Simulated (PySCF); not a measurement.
# Variants of one PySCF input: Cs2F⁺

Base input, run as `OMP_NUM_THREADS=1 python input.py` with PySCF 2.14:

```python
from pyscf import gto, dft
from pyscf.geomopt.geometric_solver import optimize

mol = gto.M(
    atom='F 0 0 0; Cs 0 0 2.5702; Cs 0 0 -2.5702',
    basis='def2-svp',
    ecp={'Cs': 'def2-svp'},
    charge=1,
    spin=0,
    verbose=4,
)
mf = dft.RKS(mol, xc='pbesol')
mf.kernel()
g = mf.nuc_grad_method()
g.grid_response = True
mol_eq = optimize(g.as_scanner(), maxsteps=30)
print('optimised geometry (angstrom)')
print(mol_eq.tostring('raw'))
print('orbital energies (hartree):', mf.mo_energy[..., max(0, mol.nelec[1]-3):mol.nelec[0]+3].round(4))
```

Base result: E(SCF) = -139.551237 Eh, 9 cycles. The last line lists the levels of the start geometry.

Run time: 18 s on 1 thread of Arm Neoverse N1 (shared host), peak memory 0.45 GiB.

Each row names what differs from the base; energies in brackets are changes from the base.

```tsv
change	result	wall time (s)
smearing width (hartree): none → 0.2; step after the SCF: optimize → none [unsound on purpose]	E(SCF) = -136.723274 Eh (+76.9528 eV), 15 cycles	9.2
functional: pbesol → wb97	E(SCF) = -140.017247 Eh, 8 cycles	17
integration grid: default → (99, 590)	E(SCF) = -139.551232 Eh (+0.0001 eV), 9 cycles	23
cycle limit: 50 → 2 [unsound on purpose]	the SCF does not converge, then it stops with RuntimeError (Nuclear gradients of <pyscf.scf.hf.RKS_Scanner object> not converged) after the SCF	6.5
functional: pbesol → r2scan	E(SCF) = -140.011761 Eh, 9 cycles	26
step after the SCF: optimize → polarizability	E(SCF) = -139.551237 Eh (+0.0000 eV), 9 cycles, α(xx, yy, zz) = 37.5, 37.5, 71.6 bohr³	8.9
initial guess: minao → mod_huckel	E(SCF) = -139.551237 Eh (+0.0000 eV), 10 cycles	19
```
